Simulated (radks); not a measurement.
Values are calculated unless marked as measured or tabulated.
Charge is removed step by step from the 3s down level of Cl+, starting from [Ne] 3s(up 1, down 1) 3p4. Level of theory: non-relativistic Kohn-Sham, SCAN, spin-polarised, spherical densities, point nucleus; open shells are filled with parallel spins first; meta-GGA in the generalised Kohn-Sham scheme (a radial shooting solver on a logarithmic mesh with Libxc functionals).

| removed (e) | E - E(0) (eV) | eigenvalue (eV) |
|---|---|---|
| 0 | 0.000 | -31.152 |
| 0.125 | 3.988 | -32.580 |
| 0.25 | 8.154 | -33.996 |
| 0.375 | 12.492 | -35.389 |
| 0.5 | 16.993 | -36.726 |
| 0.625 | 21.665 | -37.934 |
| 0.75 | 26.475 | -39.004 |
| 0.875 | 31.442 | -40.522 |

The mean slope of the eigenvalue, de/dn, is 10.7 eV per electron.
